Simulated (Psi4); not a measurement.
# An input for CH5BN2 (SMILES NC1BN1)

The species is CH5BN2 (9 atoms), meant as a singlet with charge 0. As SMILES, `NC1BN1`. Geometry: relaxed at PBE0-D4/def2-TZVP. This is one conformer, not always the lowest.

```xyz
9

N     0.1429    1.1944   -0.6406
C    -0.3642   -0.0772   -0.2223
B     0.5912   -1.1941    0.3032
N    -0.1305   -0.4699    1.1715
H     0.7840    1.1174   -1.4170
H    -0.5899    1.8426   -0.8924
H    -1.3664   -0.3172   -0.5827
H     1.4142   -2.0390    0.1947
H    -0.3928   -0.1032    2.0683
```

Settings wanted:

- task: energy
- method: DFT
- functional: wB97X
- basis set: cc-pVDZ
- reference: RKS
- integrals: pk
- frozen core orbitals: 0
- integration grid: 99 radial × 590 angular
- symmetry: c1
- threads: 1
- SCF convergence threshold: 1e-09
- density convergence threshold: 1e-08

Problem. Write the Psi4 1.11 input and the command.

Solution. This one ran through:

run.py:
```python
import psi4

psi4.set_memory(1600000000)
psi4.set_num_threads(1)
psi4.core.set_output_file('ch5bn2.out', False)

m = psi4.geometry("""
N
C 1 1.431465
B 2 1.560899 1 121.14361
N 3 1.341366 2 60.15119 1 102.25478
H 1 1.009819 2 112.44766 4 121.88666
H 1 1.010229 5 108.53045 2 -125.36534
H 2 1.091739 1 115.08833 5 -100.3457
H 3 1.184465 4 144.91064 2 176.40044
H 4 1.003753 3 156.37523 8 11.59516
symmetry c1
""")

options = {'reference': 'rks', 'puream': True, 'e_convergence': 1e-09, 'd_convergence': 1e-08, 'scf_type': 'pk', 'dft_radial_points': 99, 'dft_spherical_points': 590}
psi4.set_options(options)

E, wfn = psi4.energy("wb97x/cc-pVDZ", return_wfn=True)
print(f'total energy {E:.8f} hartree = {E * 27.211386:.5f} eV')
for k, v in sorted(psi4.core.scalar_variables().items()):
    print(f'{k:45s} {v:18.10f}')
```

```bash
$ python run.py
```

Calculated total energy: -175.39462 Eh.
